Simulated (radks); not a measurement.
Spherical quantum dot in the effective-mass picture: electrons in a parabolic well V = omega^2 r^2 / 2 with omega = 0.585, with a point charge +1 (a donor) at the centre, all in effective atomic units (hartree* = m*/eps^2 hartree, bohr* = eps/m* bohr), one dielectric constant everywhere. Calculated with a radial shooting solver with Libxc functionals: non-relativistic Kohn-Sham, PBE, spin-polarised, spherical densities. Levels are named by radial order and angular momentum (1s, 1p, 1d, 2s, ...), and open shells are averaged over m.

N = 20, configuration 1s2 1p6 1d10 2s2. This is the lowest configuration that the search found. Occupied and some empty levels:

| level | occupation | eigenvalue (hartree*) | <r> (bohr*) |
|---|---|---|---|
| 1s | 2 | 6.8758 | 1.855 |
| 1p | 6 | 7.2118 | 2.846 |
| 2s | 2 | 7.3996 | 2.669 |
| 1d | 10 | 7.4936 | 3.249 |
| 1f | 0 | 7.8048 | 3.543 |
| 2p | 0 | 7.9002 | 3.029 |
| 1g | 0 | 8.1461 | 3.789 |

Energy (hartree*): total 87.9630, kinetic 9.8157, external 24.151, Hartree 60.852, exchange-correlation -6.8560.
